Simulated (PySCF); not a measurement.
C4H12GeO4 (SMILES C[O][Ge]([O]C)([O]C)[O]C), singlet, geometry from GFN2-xTB; PBE/STO-3G in PySCF.

PySCF was given this input:
```python
from pyscf import gto, scf, dft

mol = gto.Mole()
mol.atom = '''
    C    -0.787755   -2.356241   -1.346573
    O    -0.646493   -0.943124   -1.321539
    Ge   -0.000000    0.000000    0.000000
    O    -0.414829    1.661168   -0.349770
    C    -1.660539    2.121130   -0.853878
    O    -0.672775   -0.692910    1.456417
    C    -0.234917   -0.433668    2.782523
    O     1.734097   -0.025134    0.214892
    C     2.683210    0.668780   -0.582072
    H    -1.388226   -2.585101   -2.228162
    H    -1.294106   -2.719190   -0.452410
    H     0.184630   -2.844834   -1.429517
    H    -2.439775    2.051720   -0.092887
    H    -1.967000    1.551678   -1.731065
    H    -1.509213    3.166205   -1.127851
    H     0.844591   -0.552434    2.873128
    H    -0.510709    0.574999    3.095035
    H    -0.740074   -1.163738    3.416523
    H     2.765854    0.218114   -1.572630
    H     2.416516    1.719946   -0.689653
    H     3.637513    0.582634   -0.060510
'''
mol.basis = 'sto-3g'
mol.charge = 0
mol.spin = 0
mol.verbose = 4
mol.build()

mf = dft.RKS(mol)
mf.xc = 'pbe'
mf.kernel()
mf.analyze()
```

It wrote (shortened):

```
PySCF version 2.14.0

[INPUT] verbose = 4
[INPUT] num. atoms = 21
[INPUT] num. electrons = 100
[INPUT] charge = 0
[INPUT] spin (= nelec alpha-beta = 2S) = 0
[INPUT] symmetry False subgroup None
[INPUT] Mole.unit = angstrom
[INPUT] Symbol           X                Y                Z      unit          X                Y                Z       unit  Magmom
[...]
nuclear repulsion = 895.682050153129
number of shells = 44
number of NR pGTOs = 210
number of NR cGTOs = 70
basis = sto-3g
ecp = {}

******** <class 'pyscf.dft.rks.RKS'> ********
method = RKS
initial guess = minao
damping factor = 0
level_shift factor = 0
DIIS = <class 'pyscf.scf.diis.CDIIS'>
diis_start_cycle = 1
diis_space = 8
diis_damp = 0
SCF conv_tol = 1e-09
SCF conv_tol_grad = None
SCF max_cycles = 50
direct_scf = True
direct_scf_tol = 1e-13
XC library pyscf.dft.libxc version 7.1.2
    S. Lehtola, C. Steigemann, M. J. T. Oliveira, and M. A. L. Marques,  SoftwareX 7, 1–5 (2018)
XC functionals = pbe
    J. P. Perdew, K. Burke, and M. Ernzerhof,  Phys. Rev. Lett. 77, 3865 (1996)
    J. P. Perdew, K. Burke, and M. Ernzerhof,  Phys. Rev. Lett. 78, 1396 (1997)
    J. P. Perdew, K. Burke, and M. Ernzerhof,  Phys. Rev. Lett. 77, 3865 (1996)
    J. P. Perdew, K. Burke, and M. Ernzerhof,  Phys. Rev. Lett. 78, 1396 (1997)
radial grids:
    Treutler-Ahlrichs [JCP 102, 346 (1995); DOI:10.1063/1.469408] (M4) radial grids

becke partition: Becke, JCP 88, 2547 (1988); DOI:10.1063/1.454033
pruning grids: <function nwchem_prune>
grids dens level: 3
symmetrized grids: False
atomic radii adjust function: <function treutler_atomic_radii_adjust>
small_rho_cutoff = 0
Set gradient conv threshold to 3.16228e-05
Initial guess from minao.
tot grids = 251136
init E= -2505.29171434356
[...]
cycle= 1 E= -2506.27756705077  delta_E= -0.986  |g|= 0.928  |ddm|= 5.61
[...]
cycle= 2 E= -2506.04144124878  delta_E= 0.236  |g|= 1.33  |ddm|=  3.6
[...]
cycle= 3 E= -2506.61285697533  delta_E= -0.571  |g|= 0.118  |ddm|= 2.12
[...]
cycle= 4 E= -2506.61700540426  delta_E= -0.00415  |g|= 0.0469  |ddm|= 0.282
[...]
cycle= 5 E= -2506.61775961836  delta_E= -0.000754  |g|= 0.003  |ddm|= 0.0809
[...]
cycle= 6 E= -2506.6177637402  delta_E= -4.12e-06  |g|= 0.00114  |ddm|= 0.00851
[...]
cycle= 7 E= -2506.61776422907  delta_E= -4.89e-07  |g|= 8.3e-05  |ddm|= 0.00211
[...]
cycle= 8 E= -2506.61776423165  delta_E= -2.57e-09  |g|= 9.86e-06  |ddm|= 0.000174
[...]
cycle= 9 E= -2506.61776423168  delta_E= -3.09e-11  |g|= 5.91e-06  |ddm|= 2.63e-05
[...]
Extra cycle  E= -2506.61776423164  delta_E= 3.64e-11  |g|= 1.27e-05  |ddm|= 3.02e-05
converged SCF energy = -2506.61776423164
**** SCF Summaries ****
Total Energy =                       -2506.617764231642468
Nuclear Repulsion Energy =             895.682050153129467
One-electron Energy =                -5286.993450223209948
Two-electron Energy =                 1884.693635838438013
Two-electron Coulomb Energy =         2024.507414361926521
DFT Exchange-Correlation Energy =     -139.813778523488480
HOMO-LUMO gap [eV] =                     4.540919061945032
**** MO energy ****
[...]
 ** Mulliken pop on meta-lowdin orthogonal AOs  **
 ** Mulliken pop  **
 ** Mulliken atomic charges  **
charge of    0C =     -0.07246
charge of    1O =     -0.24600
charge of    2Ge =      0.73590
charge of    3O =     -0.24600
charge of    4C =     -0.07246
charge of    5O =     -0.24601
charge of    6C =     -0.07245
charge of    7O =     -0.24602
charge of    8C =     -0.07245
charge of    9H =      0.05052
charge of   10H =      0.04445
charge of   11H =      0.03953
charge of   12H =      0.03952
charge of   13H =      0.04445
charge of   14H =      0.05052
charge of   15H =      0.04445
charge of   16H =      0.03953
charge of   17H =      0.05052
charge of   18H =      0.03953
charge of   19H =      0.04445
charge of   20H =      0.05052
Dipole moment(X, Y, Z, Debye): -0.00002,  0.00003, -0.00005
```
